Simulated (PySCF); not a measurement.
A structure optimised at B3LYP-D3(BJ)/def2-SVP, used in a PySCF frequency run:

```
N
H 1 1.0176
C 1 1.4536 2 112.29
H 3 1.1021 1 110.21 2 180.00
H 3 1.1062 4 106.93 1 122.65
H 3 1.1062 4 106.93 5 114.71
Al 1 1.7696 2 119.39 3 180.00
H 7 1.5700 1 121.52 2 180.00
Cl 7 2.1142 8 121.31 1 180.00
```
Charge 0, spin multiplicity 1.

**Question.** Write its SMILES, formula and point group.

**Answer.** C[NH][AlH][Cl], CH5AlClN, Cs

**Question.** What are its rotational constants (standard atomic weights)?

**Answer.** 19.275, 1.7635, 1.6324 GHz
